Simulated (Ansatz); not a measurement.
The molecule HfTe, closed-shell singlet (lowest of 2S+1 = 1, 3, 5, 7 at CCSD(T)/def2-TZVPP on PBE0 minima; our sources give no spin for the ground state, which may be another). No spin–orbit coupling.

Seven points along R, fitted to fifth degree in 1/R; most abundant isotopes. Runs in def2 and cc sets follow the lowest solution found near the PBE0 minimum. The singlet is held restricted.

Programs: Ansatz (a program for electronic structure). Values without a source in brackets are computed. In def2 rows elements past Kr take small-core potentials, without spin–orbit coupling.

Energies at CAM-B3LYP/def2-TZVPP:

| R (Å) | E (hartree) |
|---|---|
| 2.334675 | -315.92457692 |
| 2.397436 | -315.93308683 |
| 2.455175 | -315.93714152 |
| 2.520445 | -315.93821330 |
| 2.585716 | -315.93630812 |
| 2.661028 | -315.93124565 |
| 2.748892 | -315.92246593 |

With a reduced mass of 75.4429 u, find the minimum, the force constant and the constants.

A fifth-degree polynomial in 1/R puts the minimum at r_e = 2.5089 Å with force constant 316 N/m. Then ω_e = (1/2πc)√(k/μ) = 267 cm⁻¹ and B_e = h/(8π²cμr_e²) = 0.03550 cm⁻¹; the cubic and quartic terms give α_e = 5.8e-5 and ω_e x_e = 0.31 cm⁻¹.
